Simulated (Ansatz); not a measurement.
C2H3FSi, SMILES `FC1=C[SiH2]1`. Total charge 0; spin multiplicity 1.

```xyz
7

F    -2.072    0.913    0.243
C    -0.853    0.423    0.116
C     0.370    0.887    0.314
Si    0.358   -0.844   -0.276
H     0.851    1.799    0.640
H     0.710   -1.196   -1.673
H     0.635   -1.982    0.636
```

(1) What are the harmonic wavenumbers in cm⁻¹ at PBE0-D4/def2-TZVP (Ansatz, finite differences of forces, unscaled)? (Estimate.)

(2) Is this a minimum?

(3) Give the ideal-gas thermochemistry at 298.15 K and 1 bar (rigid rotor, harmonic oscillator; point group Cs, symmetry number 1).

Answers

(1) The calculation gave: 349, 363, 551, 657, 664, 688, 757, 855, 980, 1012, 1217, 1688, 2230, 2236, 3237.

(2) Yes, all 15 modes are real.

(3) Zero-point energy 104.6 kJ/mol; H(298) − E = 118.5 kJ/mol; entropy 284.5 J/(mol·K), of which translation 162.6, rotation 103.1, vibration 18.8; G(298) − E = 33.7 kJ/mol.
